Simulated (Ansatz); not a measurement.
Relaxation of a periodic cell of 17 atoms, LiV$_{16}$ (host V, host structure bcc, interstitial Li), to a largest force component of 0.03 eV/Å in at most 60 steps.

Method: DFT PBE, scalar-relativistic, plane waves, PAW (Ansatz 0.2.0). Settings: cutoff 420 eV, k mesh 3x3x3, gaussian smearing 0.1 eV, no spin polarisation.

```xyz
17
Lattice="6.0400 0.0000 0.0000 0.0000 6.0400 0.0000 0.0000 0.0000 6.0400" Properties=species:S:1:pos:R:3:forces:R:3
V 0.000 0.000 0.000 0.00 -0.16 -0.15
V 3.020 0.000 0.000 0.00 0.10 0.09
V 0.000 3.020 0.000 0.00 0.16 -0.15
V 0.000 0.000 3.020 0.00 0.09 -0.10
V 1.510 1.510 1.510 0.17 0.00 0.15
V 3.020 3.020 0.000 0.00 -0.09 0.07
V 3.020 0.000 3.020 0.01 5.15 -2.74
V 4.530 1.510 1.510 -0.17 0.00 0.15
V 0.000 3.020 3.020 0.00 -0.09 -0.10
V 1.510 4.530 1.510 -0.06 0.00 -0.01
V 1.510 1.510 4.530 -0.08 0.00 0.10
V 3.020 3.020 3.020 0.01 -5.03 -2.65
V 4.530 4.530 1.510 0.05 0.00 0.00
V 4.530 1.510 4.530 0.08 0.00 0.10
V 1.510 4.530 4.530 -5.54 -0.03 2.71
V 4.530 4.530 4.530 5.48 -0.03 2.67
Li 3.016 4.537 3.812 0.04 -0.07 -0.16
```

Problem. Where does it end, and by what steps?

Solution. It converged. The force dipped under the threshold on the way, but the program's further checks kept it going. Limits of this set-up: coarse k mesh, magnetic elements without spin. After 16 steps the energy has fallen by 4.061 eV; V7 moved furthest, 0.59 Å.

```csv
step,energy less start (eV),largest force component (eV/Å),accepted
0,0.0000,5.540,yes
1,-1.5339,4.137,yes
2,-3.6892,0.976,yes
3,-3.9896,0.359,yes
4,-4.0213,0.116,yes
5,-4.0270,0.048,yes
6,-4.0279,0.013,yes
7,-4.0281,0.012,yes
8,-4.0285,0.010,yes
9,-4.0285,0.008,yes
10,-4.0286,0.012,yes
11,-4.0288,0.023,yes
12,-4.0299,0.073,yes
13,-4.0345,0.188,yes
14,-4.0467,0.137,yes
15,-4.0595,0.046,yes
16,-4.0608,0.020,yes
```

```xyz
17
Lattice="6.0400 0.0000 0.0000 0.0000 6.0400 0.0000 0.0000 0.0000 6.0400" Properties=species:S:1:pos:R:3
V 0.001 -0.062 0.047
V 3.020 -0.007 0.065
V -0.001 2.891 0.086
V 0.001 -0.052 3.029
V 1.454 1.560 1.417
V 3.021 3.043 -0.064
V 3.022 0.400 2.580
V 4.585 1.560 1.417
V 0.001 2.932 3.041
V 1.528 4.514 1.562
V 1.528 1.417 4.504
V 3.020 2.911 2.985
V 4.512 4.514 1.563
V 4.512 1.416 4.504
V 1.217 4.337 4.684
V 4.821 4.342 4.679
Li 3.016 5.061 3.952
```

Run time: 7 min on 4 threads of AMD EPYC 7571, on a shared host, peak memory 1 GiB.
